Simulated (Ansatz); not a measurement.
Four-centre ligand exchange

Start structure (GaH5O, closed shell), relaxed at PBE0-D4/def2-TZVP:

```
atom    x (Å)    y (Å)    z (Å)
 Ga1  -0.5044   0.1606  -0.8143
  H2   0.3086  -0.9881  -1.5335
  H3   0.0768   1.6292  -0.8714
  H4  -2.0293  -0.0518  -0.5073
  H5   0.9763  -0.9858   1.0865
  O6   0.3407  -0.2677   1.1688
  H7   0.8312   0.5033   1.4713
```

The step: GaH₃ + H₂O → GaH₃O ([OH][GaH2]) + H₂; bonds formed: H2–H5; dative contacts that become bonds: Ga1–O6; bonds broken: Ga1–H2, H5–O6. Program: Ansatz 0.2.0. Basis: def2-TZVPP and def2-QZVPP. Cores are frozen in the correlated methods. Filled d shells of the heavier atoms are correlated. The def2 sets are not built for correlating such inner shells, so the correlated values are less sure here. Extrapolation: Hartree–Fock as exp(−7.88 √X), correlation as X^−2.97. Energies below are by CCSD(T) at an estimated basis limit (MP2 extrapolated from triple and quadruple zeta, plus CCSD(T) − MP2 in triple zeta).

(1) What are the electronic barrier and the energy of the step, from the start structure to the end structure? (An estimate is asked for; the value comes from the calculation.)

The T1 diagnostic stays at or below 0.015.

## Answers

(1) By the calculation: Barrier 103.5 kJ/mol; step energy 1.9 kJ/mol (uphill); reverse barrier, their difference, 101.6 kJ/mol. Barrier and step energy count from the start structure, the reverse barrier from the end structure.

The saddle point: One imaginary mode of 1254i cm⁻¹.
```json
{"pair": "Ga1–O6", "start (Å)": "2.20", "saddle (Å)": "1.97", "end (Å)": "1.79"}
{"pair": "H2–H5", "start (Å)": "2.70", "saddle (Å)": "0.99", "end (Å)": "0.75"}
{"pair": "Ga1–H2", "start (Å)": "1.58", "saddle (Å)": "1.83", "end (Å)": "2.74"}
{"pair": "H5–O6", "start (Å)": "0.96", "saddle (Å)": "1.31", "end (Å)": "3.06"}
```

Zero-point energy (harmonic, PBE0-D4): ZPE is 117.3 kJ/mol at the start and 108.1 kJ/mol at the saddle, so the barrier goes from 103.5 to 94.3 kJ/mol.

The step is the kind of ligand exchange by which a precursor binds to a hydroxyl group, or is hydrolysed, in atomic layer deposition of oxides.

Labels in which every atom is bracketed show which atoms are joined, not bond orders.

For scale, one of the runs: CCSD(T)/def2-TZVPP, 149 basis functions, launched by `ansatz run in.yaml --threads 2 --pin off --events-out ev --progress --plain --max-ram 4352MiB`. Time: 24 s of wall clock on 2 CPU threads of an Arm Neoverse V1; the host was shared. Peak host memory: 0.95 GiB.
